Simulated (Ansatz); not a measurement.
Basis-set series for CH$_{3}$AlO$_{2}$. The species carries charge 0 and has multiplicity 1. The bonds changed during the relaxation, so this is another structure than the one it started from. Geometry: relaxed with PBE0-D4/def2-TZVP. It is one conformer, not always the lowest.

```xyz
7

O     1.066    0.053   -0.571
C     0.840    0.685    0.498
O    -0.301    0.572    1.024
Al   -0.736   -0.600   -0.436
H     1.611    1.314    0.954
H    -1.695    0.088   -1.482
H    -0.786   -2.111    0.013
```

```tsv
functional	basis	functions	energy (Eh)	HOMO (eV)	LUMO (eV)
PBE0-D4	def2-SVP	75	-432.31353	-8.42	-0.96
PBE0-D4	def2-TZVPP	177	-432.62370	-8.42	-1.05
ωB97M-V	def2-SVP	75	-432.55451	-10.60	1.43
ωB97M-V	def2-TZVPP	177	-432.87030	-10.64	1.25
```

(1) Give the rows for def2-QZVPP. (Estimate.)

Results:

(1) Computed: 
| functional | basis | functions | energy (Eh) | HOMO (eV) | LUMO (eV) |
| --- | --- | --- | --- | --- | --- |
| PBE0-D4 | def2-QZVPP | 331 | -432.64202 | -8.43 | -1.10 |
| ωB97M-V | def2-QZVPP | 331 | -432.88772 | -10.66 | 0.87 |

Positive LUMOs are unbound and depend on the basis.
